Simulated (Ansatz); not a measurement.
C$_{2}$H$_{3}$FOZn (`[F][Zn][CH]1CO1`). The species carries charge 0 and has multiplicity 1. All single points use the PBE0-D4/def2-TZVP geometry. It is one conformer, not always the lowest.

```xyz
8

F     0.038    0.699    3.447
Zn   -0.246    0.306    1.765
C    -0.553   -0.125   -0.081
C     0.499   -0.027   -1.104
O     0.120   -1.284   -0.595
H    -1.571   -0.035   -0.459
H     0.214    0.158   -2.137
H     1.499    0.308   -0.837
```

Task: What is the dipole moment at PBE/def2-TZVPP? (An estimate is asked.)

Result: The calculation gave: 2.80 D, with components (-0.54, 0.92, -2.59) D in this frame, pointing from negative to positive charge.

Task: And with r2SCAN, B3LYP, ωB97M-V? (An estimate is asked.)

Result: Ansatz gave: r2SCAN 2.85 D, B3LYP 2.90 D, ωB97M-V 2.79 D.

Task: Give the Mulliken charges with PBE, B3LYP, ωB97M-V in def2-TZVPP. (Estimate.)

Result: Computed: 
| atom | PBE | B3LYP | ωB97M-V |
| --- | --- | --- | --- |
| F1 | -0.43 | -0.48 | -0.48 |
| Zn2 | 0.40 | 0.52 | 0.56 |
| C3 | 0.15 | 0.13 | 0.06 |
| C4 | -0.09 | -0.07 | -0.08 |
| O5 | -0.29 | -0.36 | -0.34 |
| H6 | 0.08 | 0.08 | 0.09 |
| H7 | 0.08 | 0.09 | 0.10 |
| H8 | 0.09 | 0.09 | 0.10 |

B3LYP here is the variant with VWN-RPA as its local correlation; programs differ in this.
